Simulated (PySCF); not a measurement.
# Fractional electron number in Zr (zirconium, neutral)

The 5s beta orbital of [Kr] 4d2 5s2 is emptied in steps (occupation f), with all orbitals relaxed, ending at [Kr] 4d2 5s1. Calculation: PySCF 2.14, in x2c-TZVPall (8s6p6d1f, 63 functions); scalar relativity by spin-free X2C-1e. The exact energy is a straight line in f; departures are measured from the line between the end points of the same method.

```json
{"f": "1", "PBE0 (eV)": "0.000", "r2SCAN (eV)": "0.000", "LC-wPBE (eV)": "0.000"}
{"f": "0.8", "PBE0 (eV)": "-0.275", "r2SCAN (eV)": "-0.319", "LC-wPBE (eV)": "0.027"}
{"f": "0.6", "PBE0 (eV)": "-0.413", "r2SCAN (eV)": "-0.466", "LC-wPBE (eV)": "0.037"}
{"f": "0.4", "PBE0 (eV)": "-0.413", "r2SCAN (eV)": "-0.448", "LC-wPBE (eV)": "0.032"}
{"f": "0.2", "PBE0 (eV)": "-0.272", "r2SCAN (eV)": "-0.278", "LC-wPBE (eV)": "0.019"}
{"f": "0", "PBE0 (eV)": "0.000", "r2SCAN (eV)": "0.000", "LC-wPBE (eV)": "0.000"}
```

**Question.** For PBE0, how does the orbital energy at f = 1 compare with the removal energy?

**Answer.** −ε = 4.570 eV against a total-energy difference of 6.285 eV. By Janak's theorem ε = ∂E/∂f, so the gap between them reflects the curvature. Along the path −ε is 5.252 (f = 0.8), 5.940 (f = 0.6), 6.635 (f = 0.4), 7.344 (f = 0.2) eV.

| method | E(f=0) − E(f=1) (eV) | −ε at f=1 (eV) | −ε at f=0.4 (eV) |
| --- | --- | --- | --- |
| PBE0 | 6.285 | 4.570 | 6.635 |
| r2SCAN | 6.106 | 4.078 | 6.584 |
| LC-wPBE | 6.051 | 6.228 | 6.000 |

Reference removal energy between the ground levels: 6.634 eV (measured; NIST Atomic Spectra Database, ionization energies). The calculation has no spin-orbit coupling.
